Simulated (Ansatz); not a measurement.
System: BiF₂, net charge 0, doublet state. It need not be the lowest isomer of its formula. SMILES: [Bi]([F])[F]
Geometry from a B3LYP-D3(BJ)/def2-TZVP (Ansatz, an electronic-structure program) optimisation:
```xyz
3

Bi    -0.1218    -0.0876     0.1883
F     -0.3250     1.6223    -0.8748
F      1.4481    -0.8140    -0.8620
```
Charge 0, spin multiplicity 2.

Parts of the frozen-core correlation energy in def2-TZVPPD (Ansatz, hartree). Frozen orbitals: 11; correlated occupied orbitals by spin: 10 and 9; virtual: 115 and 116. Open shells are spin-unrestricted. Spin-orbit coupling is left out. In def2 rows, elements after Kr have scalar-relativistic effective core potentials.

```csv
term,value
reference (HF),-412.56859
MP2 opposite-spin,(withheld)
MP2 same-spin,-0.16062
CCSD correlation,(withheld)
(T),(withheld)
T1 diagnostic,0.019
largest doubles amplitude,0.035
<S^2> of the reference,0.761
```

Complete the blanks.


- MP2 opposite-spin, value: -0.44922
- CCSD correlation, value: -0.60861
- (T), value: -0.02141
